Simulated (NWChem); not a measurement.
Species: CaF$_{2}$ anion, doublet; SMILES of the neutral closed-shell parent [F][Ca][F]

```xyz
3

Ca     0.0000     0.0000    -0.4737
F     -1.7988     0.0000     0.5264
F      1.7988     0.0000     0.5264
```
Atoms are numbered in this order, from 1.

Computed with NWChem. Pople sets run with spherical d functions. Spin-unrestricted. Geometry: optimised at B3LYP/def2-SVPD, spin-unrestricted. The spin multiplicity was typed, not searched, and may not be the lowest. No stability test was run on the SCF state. The highest occupied level is positive in some or all of these runs, so the extra electron may be held by the finite basis. Total energies of different functionals are on different scales.

```json
[
 {"level": "B3LYP/6-31+G*", "energy (Ha)": "-877.4165", "highest occupied level (eV)": "0.39", "lowest empty minus highest occupied level, either spin (eV)": "1.36", "<S²>": "0.750"},
 {"level": "PBE/6-31+G*", "energy (Ha)": "-876.9798", "highest occupied level (eV)": "0.73", "lowest empty minus highest occupied level, either spin (eV)": "0.90", "<S²>": "0.750"},
 {"level": "B97-2/6-31+G*", "energy (Ha)": "-877.3999", "highest occupied level (eV)": "0.53", "lowest empty minus highest occupied level, either spin (eV)": "1.27", "<S²>": "0.750"},
 {"level": "BLYP/6-31+G*", "energy (Ha)": "-877.3850", "highest occupied level (eV)": "0.88", "lowest empty minus highest occupied level, either spin (eV)": "0.70", "<S²>": "0.750"},
 {"level": "OLYP/6-31+G*", "energy (Ha)": "-877.3993", "highest occupied level (eV)": "0.92", "lowest empty minus highest occupied level, either spin (eV)": "0.30", "<S²>": "0.750"},
 {"level": "LC-wPBE (HJS exchange hole, range parameter 0.4 per bohr)/6-31+G*", "energy (Ha)": "-877.0903", "highest occupied level (eV)": "-1.21", "lowest empty minus highest occupied level, either spin (eV)": "3.58", "<S²>": "0.750"}
]
```
